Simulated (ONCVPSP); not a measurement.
## An all-electron radial function and its pseudo partner (Mo)

Columns: radius, all-electron u(r) and pseudo u(r) of the 4s shell (level -60.77 eV) of molybdenum in the configuration [Ar] 3d10 4s2 4p6 4d5 5s1; PBE, non-relativistic, ONCV scheme, ONCVPSP 4.0.1.

```
r (bohr)  all-electron  pseudo
   0.128        0.3388  0.1395
   0.255       -0.4200  0.2838
   0.382       -0.5340  0.4375
   0.510       -0.0749  0.5982
   0.638        0.4576  0.7518
   0.765        0.8383  0.8789
   0.893        1.0395  0.9655
   1.020        1.0918  1.0010
   1.148        1.0461  0.9840
   1.275        0.9466  0.9188
   1.402        0.8241  0.8172
   1.530        0.6973  0.6968
   1.658        0.5784  0.5784
   1.785        0.4734  0.4734
   1.912        0.3832  0.3832
   2.040        0.3070  0.3070
   2.168        0.2442  0.2442
   2.295        0.1936  0.1936
   2.422        0.1528  0.1528
   2.550        0.1200  0.1200
   2.678        0.0939  0.0939
   2.805        0.0734  0.0734
   2.932        0.0573  0.0573
   3.060        0.0446  0.0446
   3.188        0.0346  0.0346
   3.315        0.0269  0.0269
```

(1) How many radial nodes do the two functions have?

(2) At about which radius was the pseudo-wave matched?

(3) Is the pseudo-wave norm-conserving?

Results:

(1) The all-electron 4s function has n − l − 1 = 3 (the table is too coarse to show those close to the nucleus); the pseudo-wave has 0, since the states of the same l below it are removed with the core.

(2) 1.65 bohr, where the columns begin to agree (steps of 0.13 bohr).

(3) Yes: the ONCV scheme keeps the norm inside the radius equal to the all-electron one, which fixes the energy derivative of the logarithmic derivative at the level.
